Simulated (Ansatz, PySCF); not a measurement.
C3H9BO3, SMILES COB(OC)OC.

Geometry: PBE0-D3(BJ)/def2-SVP. The isomer is the one that the SMILES or the coordinates give; other isomers of the formula were not compared. The values are those of a single conformer.

Vertical ionisation energy (IE) and electron affinity (EA) in eV. Rows of orbital energies are one-electron estimates. Where ΔSCF, EOM or ADC give a negative EA the extra electron is unbound and the value depends on the basis.

| level | IE | EA |
|---|---|---|
| −ε(HOMO), −ε(LUMO), r2SCAN/def2-TZVP (PySCF) | 6.90 | -0.86 |
| ΔSCF, PBE0/def2-SVPD (Ansatz), final states of multiplicity 2 and 2 | 10.19 | -1.28 |

**Question.** What vertical singlet–triplet gap does ΔSCF give with PBE0/def2-SVPD (Ansatz, an electronic-structure program)? (An estimate is asked for; the answer gives what the named calculation found.)

**Answer.** 7.38 eV (triplet above singlet where positive).
